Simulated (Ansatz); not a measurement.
Species: C₃H₈BO (charge 0, doublet). It need not be the lowest isomer of its formula. 
Geometry from a B3LYP-D3(BJ)/def2-TZVP (Ansatz, a program for electronic structure) optimisation:
```
B
O 1 1.3709
C 2 1.4183 1 122.55
H 3 1.0889 2 107.69 1 -179.38
H 3 1.0929 4 108.99 2 -120.83
H 3 1.0929 4 108.98 5 -118.40
C 1 1.5351 2 114.96 3 -179.99
H 7 1.0844 1 123.05 2 179.99
H 7 1.0852 8 114.88 1 -180.00
C 1 1.5787 2 121.65 3 0.03
H 10 1.0902 1 112.73 2 -179.67
H 10 1.0955 11 107.63 1 -123.26
H 10 1.0955 11 107.59 12 -113.58
```
Charge 0, spin multiplicity 2.

Basis-set convergence of Hartree-Fock and MP2 correlation energies (hartree) with Ansatz. Valence correlation only, unless marked. Open shells are spin-unrestricted. Spin-orbit coupling is left out. Non-relativistic.

```tsv
basis	functions	E(HF)	E(corr, MP2)
cc-pVDZ	110	-217.84012	-0.66788
cc-pVTZ	262	…	…
```

Question: Some entries are withheld; supply them.

Answer: 
- cc-pVTZ, E(HF): -217.90682
- cc-pVTZ, E(corr, MP2): -0.83105
